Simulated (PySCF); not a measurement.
Spin states of GeB

Unrestricted PBE0; Ge def2-TZVPPD, B def2-TZVPPD; no relativity (PySCF 2.14). Outer shells of the fragments: Ge 3d10 4s2 4p2; B 2s2 2p1.

Followed along the bond (rough minima from three points):

```tsv
2Ms+1	unpaired	⟨S²⟩ at the start	R at minimum (Å)	Te (eV)
4	σ ↑, π ↑↑	3.75	1.98	0.00
2	σ ↓, π ↑↑	1.77	1.99	0.33
2	σ ↑, π ↑↓	1.76	1.99	0.37
2	σ ↑	0.78	2.01	1.08
2	π ↑	0.77	none in the scan	≤ 1.13
```

Solutions found at the starting distance of 1.975 Å, counted from the lowest of them; the search is not exhaustive and high or unbound solutions are not listed, so other states can lie among these:

```csv
2Ms+1,unpaired,term,E (eV),⟨S²⟩,⟨Lz²⟩,μ (D)
4,"σ ↑, π ↑↑",⁴Σ⁻,0.00,3.75,0.00,-0.80
2,"σ ↓, π ↑↑",mixed,0.33,1.77,0.00,-0.84
2,"σ ↑, π ↑↓",mixed,0.37,1.76,2.02,-0.83
2,σ ↑,mixed,1.09,0.78,2.00,-0.78
2,π ↑,²Π,1.18,0.77,1.01,-0.68
2,π ↑,²Π,1.77,0.75,1.00,-2.67
```

A term symbol is given only where ⟨S²⟩ and ⟨Lz²⟩ are close to those of a pure state; real π, δ and φ orbitals otherwise mix terms. A positive dipole means Ge(−)B(+).

Spin–orbit coupling is left out.
